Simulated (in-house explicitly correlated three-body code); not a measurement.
Values are calculated unless marked as measured or tabulated.
# Taking the two-electron ground state apart, Z = 3.04

A variational code in 260 exponentially correlated functions gives, for two electrons around a point charge Z = 3.04 (non-relativistic, fixed nucleus, atomic units): E = -7.496547, <1/r> = 2.727914 per electron, <1/r12> = 1.592626. From its density, U = 3.35219 (Hartree energy) and T_s = 7.456633 (kinetic energy of the doubly filled orbital √(n/2)). Further, <r²> = 0.43277 per electron, <r12²> = 0.89861 and <p1·p2> = 0.294216.

(1) Check the virial theorem, and compare with the screened hydrogenic estimate.

(2) Find the exchange and correlation energies of density-functional theory.

(3) What do the second moments say about angular correlation and diamagnetism?

(4) How does a model nuclear mass of 6.1 u change the ionisation energy, to first order in m/M (1 hartree = 27.211386 eV)?

Results:

(1) V = −2Z<1/r> + <1/r12> = -16.585717 + 1.592626 = -14.993091, and 2E = -14.993094, so T = −E = 7.496547. A product of 1s orbitals with exponent Z − 5/16 = 2.7275 gives −2.7275² = -7.43926, which is 57.3 millihartree too high.

(2) For two electrons in one orbital E_x = −U/2 = -1.676095. The potential part of correlation is U_c = <1/r12> − U − E_x = -0.083469, the kinetic part T_c = T − T_s = 0.039914, and E_c = T_c + U_c = -0.043555 hartree. Restricted Hartree-Fock gives -7.453009, so the correlation energy of wave-function theory is -0.043538.

(3) From r12² = r1² + r2² − 2 r1·r2, <r1·r2> = <r²> − <r12²>/2 = -0.01654 bohr². It vanishes for a product of s orbitals, and its negative sign shows that the electrons favour opposite sides of the nucleus. The Langevin susceptibility is −0.79199e-6 × 2<r²> = -0.6855e-6 cm³/mol.

(4) m/M = 1/(6.1 × 1822.8885) = 8.99311e-05. With a fixed nucleus the second electron is bound by −Z²/2 − E = 2.875747 hartree = 78.2531 eV. The reduced mass scales this by 1 − m/M, a change of -7.037 meV. The mass-polarisation term raises the two-electron state by (m/M)<p1·p2> = 26.46 microhartree, a further -0.720 meV. The sum is 78.2453 eV, before relativistic and QED terms.
